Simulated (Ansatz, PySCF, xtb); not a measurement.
Two conformers of CH4GeO2 (SMILES C[O][Ge][OH]), B3LYP-D3(BJ)/def2-TZVP minima.
Conformer 1 (charge 0, multiplicity 1):
| atom | x (Å) | y (Å) | z (Å) |
|---|---|---|---|
| C | -1.2451 | 0.4631 | -0.1128 |
| O | 0.1434 | 0.1968 | -0.0167 |
| Ge | 0.8130 | -1.3973 | 0.5114 |
| O | 2.5279 | -0.9074 | 0.3611 |
| H | -1.5049 | 1.2963 | 0.5448 |
| H | -1.4947 | 0.7415 | -1.1396 |
| H | -1.8605 | -0.4004 | 0.1678 |
| H | 2.6210 | 0.0073 | 0.0611 |
Conformer 2 (charge 0, multiplicity 1, Z-matrix in Å and degrees):
```
O
C 1 1.4229
H 2 1.0905 1 112.05
H 2 1.0925 3 109.26 1 120.71
H 2 1.0926 3 109.22 4 118.52
Ge 1 1.7809 2 128.33 3 -0.93
O 6 1.8154 1 97.76 2 -0.03
H 7 0.9633 6 113.32 1 179.93
```

No zero-point or thermal terms.

Correlated levels freeze the cores. Filled d and f shells under p-block atoms count as core. Rows in 6-31G*, LANL2DZ carry no dispersion term and start afresh at each structure (6-31G* with six Cartesian d functions); the Pople sets are all-electron and without relativity. MP2/6-31G* freezes PySCF's default core, which leaves 3d correlated. LANL2DZ brings its own core potentials from Na on.

The values were computed with Ansatz (an electronic-structure program) with Gaussian orbitals; PySCF for 6-31G* rows, LANL2DZ rows, the dispersion terms; xtb for the GFN methods. Each number belongs to the level named beside it.

| level | electronic energy of conformer 2 less that of conformer 1 (meV) |
|---|---|
| GFN1-xTB | 3.6 |
| PBE-D4/def2-TZVPP | 14.2 |
| r2SCAN/def2-TZVPP | 15.8 |
| B3LYP/LANL2DZ | -21.8 |
| B3LYP-D3(BJ)/def2-TZVPP | 9.6 |
| PBE0/def2-TZVPP | 23.7 |
| CAM-B3LYP/def2-TZVPP | 14.4 |
| MP2/6-31G* | ? |
| CCSD/cc-pVDZ | ? |

### Question
Some entries are withheld; supply them.

### Answer

- MP2/6-31G*, electronic energy of conformer 2 less that of conformer 1 (meV): 44.7
- CCSD/cc-pVDZ, electronic energy of conformer 2 less that of conformer 1 (meV): 29.4
